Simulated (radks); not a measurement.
Results of a calculation; reference values are marked as such.
Q: Level of theory: scalar-relativistic Kohn-Sham, r2SCAN, spin-unpolarised, spherical densities, finite nucleus; meta-GGA in the generalised Kohn-Sham scheme; Fermi nuclear charge, rms radius of each element as measured or else 0.836 A^(1/3) + 0.57 fm (a radial shooting solver on a logarithmic mesh with Libxc functionals). Each species is in its NIST ground configuration. Rank Co4+, Ir4+, Rh4+ by mean radius of the outermost orbital (bohr), largest first.

A: Ir4+ 1.47, Rh4+ 1.30, Co4+ 0.876.
